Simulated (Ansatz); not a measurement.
Cost and result up the ladder for CrO2(NH2)2 (CrN2O2H4) (9 atoms). Total charge 0; singlet. Geometry: B3LYP-D4/def2-SVP.

Cartesian coordinates in Å:
```
Cr -0.035 0.412 0.459
O -0.608 0.049 1.855
O 0.446 1.879 0.295
N -1.338 0.136 -0.745
H -2.091 -0.530 -0.605
H -1.410 0.659 -1.613
N 1.382 -0.654 0.168
H 2.168 -0.383 -0.414
H 1.487 -1.567 0.600
```

Ansatz on 4 threads of Intel Xeon 6975P-C on a shared host. Times are rough, and most runs start from the orbitals of an earlier one. No level here is sound enough to serve as a yardstick. Binding counts from free atoms at the same level (Cr septet, O triplet, N quartet, H doublet; other spins of the atoms weren't run), without zero-point energy or a counterpoise term.

The 6-31G sets use Cartesian d functions. LC-ωPBE has ω = 0.4 bohr⁻¹. B3LYP takes the VWN-RPA correlation. HSE06 is defined as in plane-wave codes, on full-range PBE exchange.

Run but left out: HF/def2-TZVP, CCSD(T)/def2-TZVP (restricted singlet, unstable towards broken spin symmetry); HF/STO-3G, HF/6-31G (restricted singlet, unstable in another Hartree–Fock run and untested here).

```json
{"level": "PBE-D4/def2-SVP", "functions": "107", "wall time": "0.55 s", "binding energy per atom (eV)": "3.93", "remarks": "restricted SCF unstable in HF"}
{"level": "B3LYP-D4/6-31G", "functions": "73", "wall time": "0.65 s", "binding energy per atom (eV)": "3.63", "remarks": "restricted SCF unstable in HF"}
{"level": "PBE0-D4/def2-SVP", "functions": "107", "wall time": "0.8 s", "binding energy per atom (eV)": "3.40", "remarks": "restricted SCF unstable in HF"}
{"level": "PBE-D4/def2-TZVP", "functions": "193", "wall time": "0.95 s", "binding energy per atom (eV)": "3.90", "remarks": "–"}
{"level": "BLYP-D4/def2-TZVP", "functions": "193", "wall time": "1.1 s", "binding energy per atom (eV)": "3.88", "remarks": "restricted SCF unstable in HF"}
{"level": "LC-ωPBE/def2-TZVP", "functions": "193", "wall time": "1.3 s", "binding energy per atom (eV)": "3.41", "remarks": "restricted SCF unstable in HF"}
{"level": "PBE-D4/def2-TZVPD", "functions": "238", "wall time": "1.4 s", "binding energy per atom (eV)": "3.90", "remarks": "restricted SCF unstable in HF"}
{"level": "PBE0-D4/def2-TZVP", "functions": "193", "wall time": "1.4 s", "binding energy per atom (eV)": "3.42", "remarks": "restricted SCF unstable in HF"}
{"level": "HSE06-D4/def2-TZVP", "functions": "193", "wall time": "1.4 s", "binding energy per atom (eV)": "3.42", "remarks": "restricted SCF unstable in HF"}
{"level": "CAM-B3LYP-D4/def2-TZVP", "functions": "193", "wall time": "1.6 s", "binding energy per atom (eV)": "3.50", "remarks": "restricted SCF unstable in HF"}
{"level": "PBE0-D4/def2-TZVPD", "functions": "238", "wall time": "1.8 s", "binding energy per atom (eV)": "3.42", "remarks": "restricted SCF unstable in HF"}
{"level": "r2SCAN-D4/def2-TZVP (with forces)", "functions": "193", "wall time": "1.9 s", "binding energy per atom (eV)": "3.63", "remarks": "restricted SCF unstable in HF"}
{"level": "r2SCAN-D4/def2-TZVPD", "functions": "238", "wall time": "2.1 s", "binding energy per atom (eV)": "3.63", "remarks": "restricted SCF unstable in HF"}
{"level": "ωB97M-V/def2-TZVP", "functions": "193", "wall time": "3.5 s", "binding energy per atom (eV)": "3.44", "remarks": "restricted SCF unstable in HF"}
```
